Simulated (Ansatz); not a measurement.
Calculated with Ansatz (gas phase, PBE0-D4/def2-TZVP geometries, no zero-point term in ΔE). CBS: MP2 limit from def2 TZ/QZ plus the TZ coupled-cluster correction, frozen cores. Functionals use def2-TZVPP. B3LYP here is the variant with VWN-RPA as its local correlation; programs differ in this. Each species was taken in one conformer, which may not be the lowest.

Consider the redistribution: `CO[SiH](O)[SiH](O)O` + `CS[SiH](O)O` → `O[SiH](O)S[SiH](O)O` + `CO[SiH](C)O`.

```json
{"level": "PBE-D4", "ΔE (kJ/mol)": "-164.0", "difference from CCSD(T)/CBS": "12.0"}
{"level": "PBE0-D4", "ΔE (kJ/mol)": "-170.7", "difference from CCSD(T)/CBS": "5.3"}
{"level": "B3LYP-D4", "ΔE (kJ/mol)": "-169.4", "difference from CCSD(T)/CBS": "6.6"}
{"level": "ωB97X-V", "ΔE (kJ/mol)": "-170.5", "difference from CCSD(T)/CBS": "5.5"}
{"level": "B2PLYP", "ΔE (kJ/mol)": "-172.8", "difference from CCSD(T)/CBS": "3.2"}
{"level": "PBE", "ΔE (kJ/mol)": "-160.9", "difference from CCSD(T)/CBS": "15.1"}
{"level": "r2SCAN", "ΔE (kJ/mol)": "-180.6", "difference from CCSD(T)/CBS": "-4.6"}
{"level": "HF/def2-TZVPP", "ΔE (kJ/mol)": "-168.0", "difference from CCSD(T)/CBS": "8.0"}
{"level": "MP2/def2-TZVPP", "ΔE (kJ/mol)": "-186.3", "difference from CCSD(T)/CBS": "-10.3"}
{"level": "SCS-MP2/def2-TZVPP", "ΔE (kJ/mol)": "-176.6", "difference from CCSD(T)/CBS": "-0.6"}
{"level": "CCSD(T)/def2-TZVPP", "ΔE (kJ/mol)": "-175.7", "difference from CCSD(T)/CBS": "0.3"}
{"level": "MP2/def2-QZVPP", "ΔE (kJ/mol)": "-186.4", "difference from CCSD(T)/CBS": "-10.4"}
{"level": "SCS-MP2/def2-QZVPP", "ΔE (kJ/mol)": "-176.8", "difference from CCSD(T)/CBS": "-0.8"}
{"level": "HF/CBS(def2)", "ΔE (kJ/mol)": "-167.6", "difference from CCSD(T)/CBS": "8.4"}
{"level": "MP2/CBS(def2)", "ΔE (kJ/mol)": "-186.6", "difference from CCSD(T)/CBS": "-10.6"}
{"level": "CCSD/CBS(def2)", "ΔE (kJ/mol)": "-174.2", "difference from CCSD(T)/CBS": "1.8"}
{"level": "CCSD(T)/CBS", "ΔE (kJ/mol)": "-176.0", "difference from CCSD(T)/CBS": "0"}
```

Largest T1 diagnostic among the species: 0.012.

The D4 term adds −5.2 kJ/mol with B3LYP and −2.4 kJ/mol with PBE0; it sums over pairs of atoms, weighted by their polarisabilities, and B3LYP, whose exchange is more repulsive, gets the larger term. From PBE to PBE0 (25 % exact exchange), in def2-TZVPP and without D4, ΔE moves by −7.3 kJ/mol.
